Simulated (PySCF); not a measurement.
Species: C₆H₁₂ClFO.
Geometry (PBE0-D3(BJ)/def2-SVP, Å), atoms numbered from 1 in this order:
```
atom  x, y, z in Å
C1    -0.950    0.435    1.891
C2    -0.706    0.168    0.413
C3    -1.525    1.108   -0.465
C4    -1.061   -1.292    0.131
F5    -1.216   -1.544   -1.217
O6     0.686    0.402    0.252
C7     1.272    0.183   -1.000
C8     2.674   -0.334   -0.796
Cl9    2.681   -1.967   -0.068
H10   -2.019    0.372    2.141
H11   -0.393   -0.287    2.508
H12   -0.585    1.440    2.141
H13   -1.337    0.919   -1.531
H14   -2.602    0.970   -0.291
H15   -1.263    2.151   -0.237
H16   -0.255   -1.938    0.516
H17   -2.012   -1.548    0.627
H18    0.700   -0.533   -1.611
H19    1.343    1.130   -1.574
H20    3.230    0.325   -0.116
H21    3.208   -0.400   -1.754
```

The closed-shell ground state was solved at several levels (PySCF, density fitting, gas phase, non-relativistic).

```tsv
level	basis functions	total energy (Eh)	HOMO (eV)	LUMO (eV)	gap (eV)	dipole (D)
B3LYP/pcSseg-1	220	-871.0824	-7.28	0.73	8.01	2.03
CAM-B3LYP/def2-SVPD	289	-870.5351	-9.07	1.23	10.30	2.12
```

(1) Estimate the row for PBE0/pcSseg-1, a basis of 220 functions; the other rows only guide the guess.

(2) Over all these levels, which gives the widest orbital gap and which the narrowest?

(3) How far do the dipole and the HOMO energy spread over the levels?

Results:

(1) Total energy -870.4442 Eh, HOMO -7.53 eV, LUMO 1.01 eV, gap 8.54 eV, dipole 2.08 D.

(2) CAM-B3LYP/def2-SVPD (range-separated hybrid) has the widest, 10.30 eV, and B3LYP/pcSseg-1 (global hybrid, 20 % exact exchange) the narrowest, 8.01 eV. Functional and basis both differ between the two, so the spread mixes both effects.

(3) The dipole runs from 2.03 to 2.12 D (mean 2.08 D) and the HOMO from -9.07 to -7.28 eV.

One conformer stands for the species.
